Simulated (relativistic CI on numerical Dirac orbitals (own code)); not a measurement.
# Electric-dipole transitions in W²⁶⁺

Calculated at this level of theory: Dirac-Coulomb-Breit CI, orbitals from a KLI potential per configuration, QED by a radiative potential, unscaled Slater integrals (own radial code, finite nucleus).

CI space (outside the closed core [Ar] 3d10): 4s²4p⁶4d¹⁰4f², 4s²4p⁶4d¹⁰4f5s, 4s²4p⁶4d⁹4f³, 4s²4p⁶4d¹⁰5s², 4s²4p⁶4d¹⁰4f5p, 4s²4p⁶4d¹⁰5s5p, 4s²4p⁵4d¹⁰4f³, 4s²4p⁶4d¹⁰4f5d, 4s²4p⁶4d¹⁰5p², 4s²4p⁶4d¹⁰5s5d, 4s²4p⁶4d⁹4f²5s, 4s²4p⁶4d¹⁰5p5d, 4s²4p⁶4d⁹4f5s², 4s4p⁶4d¹⁰4f³, 4s²4p⁶4d¹⁰4f5f, 4s²4p⁶4d⁹4f5s5p. Levels of other configurations are missing.

```tsv
λ vac (Å)	Lower	Upper	A (s⁻¹)	gf	Branching (%)
58.787	4s²4p⁶4d¹⁰4f² ³H5 [3]	4s²4p⁶4d⁹4f³ ³I°6 [183]	1.61e+10	1.08e-01	51.9
58.909	4s²4p⁶4d¹⁰4f² ³H4 [1]	4s²4p⁶4d⁹4f³ ³I°5 [146]	2.72e+10	1.56e-01	79.6
59.104	4s²4p⁶4d¹⁰4f² ¹G4 [4]	4s²4p⁶4d⁹4f³ ³I°5 [189]	1.90e+10	1.10e-01	55.6
59.329	4s²4p⁶4d¹⁰4f² ³F3 [5]	4s²4p⁶4d⁹4f³ ⁵G°3 [180]	2.22e+10	8.21e-02	47.5
59.340	4s²4p⁶4d¹⁰4f² ³H6 [6]	4s²4p⁶4d⁹4f³ ³K°7 [190]	1.90e+10	1.50e-01	90.3
59.543	4s²4p⁶4d¹⁰4f² ³H6 [6]	4s²4p⁶4d⁹4f³ ³I°6 [183]	1.37e+10	9.49e-02	44.3
59.729	4s²4p⁶4d¹⁰4f² ³H5 [3]	4s²4p⁶4d⁹4f³ ³I°6 [150]	1.20e+10	8.31e-02	98.0
59.802	4s²4p⁶4d¹⁰4f² ³H5 [3]	4s²4p⁶4d⁹4f³ ³K°6 [145]	2.11e+10	1.47e-01	81.1
59.816	4s²4p⁶4d¹⁰4f² ³H4 [1]	4s²4p⁶4d⁹4f³ ³H°4 [110]	2.68e+10	1.29e-01	93.9
59.836	4s²4p⁶4d¹⁰4f² ¹G4 [4]	4s²4p⁶4d⁹4f³ ³H°5 [161]	1.43e+10	8.45e-02	62.5
60.398	4s²4p⁶4d¹⁰4f² ³H5 [3]	4s²4p⁶4d⁹4f³ ³G°5 [124]	1.27e+10	7.64e-02	68.0
61.650	4s²4p⁶4d¹⁰4f² ¹I6 [11]	4s²4p⁶4d⁹4f³ ³K°7 [168]	1.96e+10	1.68e-01	99.5
172.36	4s²4p⁶4d¹⁰4f5s ³F°3 [15]	4s²4p⁶4d¹⁰4f5p ¹G4 [50]	7.06e+09	2.83e-01	11.2
175.65	4s²4p⁶4d¹⁰4f5s ³F°2 [14]	4s²4p⁶4d¹⁰4f5p ³D1 [40]	6.54e+10	9.07e-01	100.0
175.79	4s²4p⁶4d¹⁰4f5s ¹F°3 [17]	4s²4p⁶4d¹⁰4f5p ¹D2 [65]	6.35e+10	1.47e+00	97.8
178.70	4s²4p⁶4d¹⁰4f5s ³F°4 [16]	4s²4p⁶4d¹⁰4f5p ³G5 [55]	6.50e+10	3.42e+00	100.0
179.03	4s²4p⁶4d¹⁰4f5s ³F°3 [15]	4s²4p⁶4d¹⁰4f5p ³G4 [34]	5.72e+10	2.48e+00	90.1
179.50	4s²4p⁶4d¹⁰4f5s ³F°2 [14]	4s²4p⁶4d¹⁰4f5p ³F2 [29]	4.52e+10	1.09e+00	72.8
180.37	4s²4p⁶4d¹⁰4f5s ³F°4 [16]	4s²4p⁶4d¹⁰4f5p ¹G4 [50]	2.72e+10	1.19e+00	42.9
180.51	4s²4p⁶4d¹⁰4f5s ³F°3 [15]	4s²4p⁶4d¹⁰4f5p ³F2 [29]	1.64e+10	3.99e-01	26.3
180.72	4s²4p⁶4d¹⁰4f5s ³F°4 [16]	4s²4p⁶4d¹⁰4f5p ³D3 [47]	1.83e+10	6.28e-01	30.1
182.31	4s²4p⁶4d¹⁰4f5s ¹F°3 [17]	4s²4p⁶4d¹⁰4f5p ¹G4 [50]	2.90e+10	1.30e+00	45.9
182.66	4s²4p⁶4d¹⁰4f5s ¹F°3 [17]	4s²4p⁶4d¹⁰4f5p ³D3 [47]	3.99e+10	1.40e+00	65.5
183.16	4s²4p⁶4d¹⁰4f5s ³F°2 [14]	4s²4p⁶4d¹⁰4f5p ³F3 [26]	2.89e+10	1.02e+00	48.4
184.22	4s²4p⁶4d¹⁰4f5s ³F°3 [15]	4s²4p⁶4d¹⁰4f5p ³F3 [26]	2.90e+10	1.03e+00	48.6
187.69	4s²4p⁶4d¹⁰4f5s ³F°4 [16]	4s²4p⁶4d¹⁰4f5p ³G4 [34]	5.28e+09	2.51e-01	8.3
289.40	4s²4p⁶4d¹⁰4f5s ³F°4 [16]	4s²4p⁶4d¹⁰4f5p ³G4 [21]	7.26e+09	8.21e-01	48.6
294.41	4s²4p⁶4d¹⁰4f5s ¹F°3 [17]	4s²4p⁶4d¹⁰4f5p ³G4 [21]	7.39e+09	8.64e-01	49.4
294.43	4s²4p⁶4d¹⁰4f5s ³F°2 [14]	4s²4p⁶4d¹⁰4f5p ³G3 [18]	7.49e+09	6.81e-01	52.5
297.17	4s²4p⁶4d¹⁰4f5s ³F°3 [15]	4s²4p⁶4d¹⁰4f5p ³G3 [18]	6.60e+09	6.12e-01	46.3
```

Terms are leading LS components. Brackets give the number of a level in order of energy, since labels repeat. The list gives strong lines, with weight on those to low levels, without lines whose two gauges differ by over a factor of 2.5, among the lowest 200 of 1271 levels, so that lines to higher ones, which can be the strongest, are missing. Levels whose partners in the same complex of configurations lie outside the list can be far off, and so can their lines. Rates are taken at the computed energies, electric ones in the length gauge.

At this charge energies of transitions that change n are usually good to better than 1 %, and those within a shell (Δn = 0) to a few per cent. Terms inside the open d or f shell come out 10 to 20 % too wide with unscaled integrals.

Q: From the table, what is the radiative lifetime of 4s²4p⁶4d¹⁰4f5p ¹G4?

A: The listed rates from this level add up to about 6.33e+10 s⁻¹, 100 % of its decay; with all channels τ = 1.58e-11 s.

LS names give the leading component of a level, which can be under half, so a name can repeat, a term be missing and a line seem to break the LS rules.
